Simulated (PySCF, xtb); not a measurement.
C5H5Cl, SMILES C#C/C(C)=C/Cl.

Harmonic wavenumbers (cm⁻¹) from GFN2-xTB (xtb) at its own minimum, in rising order: 74, 133, 142, 224, 323, 406, 455, 472, 649, 666, 778, 780, 861, 1017, 1039, 1176, 1275, 1394, 1462, 1469, 1646, 2252, 3011, 3025, 3061, 3083, 3395.

### Question
What does PySCF with PBE0-D3(BJ)/def2-SVP give at its own minimum? (Estimate from the structure and the level; the computed values follow.)

### Answer
115, 153, 162, 253, 367, 435, 539, 551, 669, 712, 805, 852, 887, 1019, 1045, 1210, 1326, 1396, 1448, 1453, 1689, 2229, 3065, 3149, 3194, 3246, 3489. Paired by order, the mean absolute difference is 48 cm⁻¹ and the zero-point energies are 49.0 and 50.7 kcal/mol.
